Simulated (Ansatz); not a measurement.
The cluster Ga3P2. Total charge 0; doublet. Geometry PBE0-D4/def2-SVP; atoms count from 1.

| atom | x (Å) | y (Å) | z (Å) |
| --- | --- | --- | --- |
| Ga1 | -1.091 | -0.643 | -1.450 |
| Ga2 | 0.262 | -2.428 | 0.314 |
| Ga3 | 1.660 | 1.652 | 0.724 |
| P4 | -0.250 | -0.077 | 0.932 |
| P5 | -0.581 | 1.496 | -0.519 |

Another isomer (doublet) lies 0.15 eV lower at PBE0-D4/def2-TZVP; other spin states weren't run for this one.

Question: Estimate the Mulliken populations from the PBE0/def2-TZVP orbitals of Ansatz.

Answer: 
```csv
atom,charge (e),spin (α − β)
Ga1,0.15,-0.02
Ga2,0.18,0.14
Ga3,0.22,0.02
P4,-0.30,0.32
P5,-0.24,0.54
```
Mulliken values and Mayer orders depend strongly on the basis.

Question: Where does the spin sit?

Answer: Summed by element: Ga 0.14, P 0.86, of 1 unpaired in all. Largest on single atoms: P5 0.54, P4 0.32, Ga2 0.14.

Question: And the Mayer bond orders between bonded heavy atoms (over 0.3)?

Answer: Ga1–Ga2 0.37 (2.85 Å); Ga1–P4 0.55 (2.59 Å); Ga1–P5 0.79 (2.39 Å); Ga2–P4 0.76 (2.48 Å); Ga3–P4 0.55 (2.58 Å); Ga3–P5 0.59 (2.57 Å); P4–P5 1.26 (2.16 Å).
